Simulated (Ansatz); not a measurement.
Ansatz (a program for electronic structure) input file for ReOF₃, SMILES [F][Re]([F])(=[O])[F] (connectivity only; charge and spin as stated), neutral, multiplicity 3, PBE-D3(BJ)/def2-SVP. 

Ansatz 0.2 input:
```yaml
crystal:
  periodic: [false, false, false]
  atoms:
    - {symbol: Re, position_ang: [0.03077624, 0.09179544, -0.00000000]}
    - {symbol: O, position_ang: [-0.67584044, 1.60006540, -0.00000004]}
    - {symbol: F, position_ang: [0.58476008, -0.30755697, 1.73334138]}
    - {symbol: F, position_ang: [0.58476008, -0.30755704, -1.73334137]}
    - {symbol: F, position_ang: [-0.82524181, -1.57212834, 0.00000003]}
basis:
  gaussian:
    orbitals: def2-SVP
hamiltonian:
  xc: pbe
  dispersion: d3bj
magnetization: {spin_polarized: true, initial_magnetization: 2}
relax: {f_tol: 0.002, max_steps: 200}
```

Log of the run:

```
WARN ansatz: RAYON_NUM_THREADS=1 ignored (pool sized by the plan → 1); use --threads N
Functional definition: PBE
integrals: 0.03 GiB planned
884 factors; their error is unknown
mean field: 0.27 GiB planned
mean field evaluation 1: about -12302.9385 eV, gradient 5.9e1 eV
mean field evaluation 2: about -12109.4547 eV, gradient 2.0e2 eV
mean field evaluation 4: about -12312.9534 eV, gradient 2.4e1 eV
mean field evaluation 8: about -12314.9893 eV, gradient 5.2e-1 eV
mean field evaluation 16: about -12314.9393 eV, gradient 1.6e-3 eV
mean field -12314.93933908 eV, -452.5656733455 hartree, gradient 6.0e-6 eV, S^2 2.005712; 0 other end points of the search recorded, 0 dependent functions left out
the calculation of the forces begins
reference -12314.93939422 eV, -452.5656753719 hartree; 26, 24 occupied and 62, 64 virtual orbitals, 884 factors
relax step   1: F+E_penalty+E_count = -12315.01944207 eV  Δ(F+E_penalty+E_count) = +0.000e0 eV  max|allowed force component| = 1.350e0 eV/Å  Δτ_max = 0.0000 Å  (38 SCF iters, accepted)
these checks for a lower state are left out or cut short: starts, cluster_reference, orbital_swaps, neighbouring_geometries, increment
integrals: 0.03 GiB planned
884 factors; their error is unknown
mean field: 0.27 GiB planned
mean field evaluation 32: about -12314.9731 eV, gradient 1.3e-5 eV
mean field -12314.97305944 eV, -452.5669125457 hartree, gradient 1.3e-5 eV, S^2 2.006336; 0 other end points of the search recorded, 0 dependent functions left out
the calculation of the forces begins
reference -12314.97311458 eV, -452.5669145723 hartree; 26, 24 occupied and 62, 64 virtual orbitals, 884 factors
relax step   2: F+E_penalty+E_count = -12315.05276014 eV  Δ(F+E_penalty+E_count) = -3.332e-2 eV  max|allowed force component| = 1.594e-1 eV/Å  Δτ_max = 0.0239 Å  (36 SCF iters, accepted)
these checks for a lower state are left out or cut short: starts, cluster_reference, orbital_swaps, neighbouring_geometries, increment
integrals: 0.03 GiB planned
884 factors; their error is unknown
mean field: 0.27 GiB planned
mean field -12314.97388583 eV, -452.5669429153 hartree, gradient 1.7e-5 eV, S^2 2.006398; 0 other end points of the search recorded, 0 dependent functions left out
the calculation of the forces begins
reference -12314.97394101 eV, -452.5669449431 hartree; 26, 24 occupied and 62, 64 virtual orbitals, 884 factors
relax step   3: F+E_penalty+E_count = -12315.05354953 eV  Δ(F+E_penalty+E_count) = -7.894e-4 eV  max|allowed force component| = 2.063e-2 eV/Å  Δτ_max = 0.0085 Å  (36 SCF iters, accepted)
these checks for a lower state are left out or cut short: starts, cluster_reference, orbital_swaps, neighbouring_geometries, increment
integrals: 0.03 GiB planned
884 factors; their error is unknown
mean field: 0.27 GiB planned
mean field -12314.97402220 eV, -452.5669479268 hartree, gradient 1.5e-5 eV, S^2 2.006406; 0 other end points of the search recorded, 0 dependent functions left out
the calculation of the forces begins
reference -12314.97407737 eV, -452.5669499540 hartree; 26, 24 occupied and 62, 64 virtual orbitals, 884 factors
relax step   4: F+E_penalty+E_count = -12315.05369132 eV  Δ(F+E_penalty+E_count) = -1.418e-4 eV  max|allowed force component| = 1.274e-2 eV/Å  Δτ_max = 0.0034 Å  (38 SCF iters, accepted)
these checks for a lower state are left out or cut short: starts, cluster_reference, orbital_swaps, neighbouring_geometries, increment
integrals: 0.03 GiB planned
884 factors; their error is unknown
mean field: 0.27 GiB planned
mean field -12314.97417669 eV, -452.5669536041 hartree, gradient 1.6e-5 eV, S^2 2.006427; 0 other end points of the search recorded, 0 dependent functions left out
the calculation of the forces begins
reference -12314.97423182 eV, -452.5669556301 hartree; 26, 24 occupied and 62, 64 virtual orbitals, 884 factors
relax step   5: F+E_penalty+E_count = -12315.05385526 eV  Δ(F+E_penalty+E_count) = -1.639e-4 eV  max|allowed force component| = 1.900e-3 eV/Å  Δτ_max = 0.0088 Å  (36 SCF iters, accepted)
integrals: 0.03 GiB planned
884 factors; their error is unknown
mean field: 0.27 GiB planned
mean field evaluation 64: about -12314.3931 eV, gradient 1.2e1 eV
mean field -12314.97417669 eV, -452.5669536041 hartree, gradient 2.1e-5 eV, S^2 2.006427; 1 other end points of the search recorded, 0 dependent functions left out
the calculation of the forces begins
reference -12314.97423182 eV, -452.5669556301 hartree; 26, 24 occupied and 62, 64 virtual orbitals, 884 factors
Total energy: -12315.05391039 eV, -452.5698837635 hartree
Atom 0 at     0.038542     0.089149    -0.000000 Å, force    -0.001815    -0.001837    -0.000000 eV/Å
Atom 1 at    -0.663157     1.624448    -0.000000 Å, force     0.001080    -0.000969     0.000000 eV/Å
Atom 2 at     0.567399    -0.304781     1.760932 Å, force    -0.000334     0.000456     0.001901 eV/Å
Atom 3 at     0.567399    -0.304781    -1.760932 Å, force    -0.000334     0.000456    -0.001901 eV/Å
Atom 4 at    -0.810970    -1.599417     0.000000 Å, force     0.001402     0.001893    -0.000000 eV/Å
Dipole moment:     0.156396     0.158626    -0.000000 e Å
```

Self-consistency was reached.
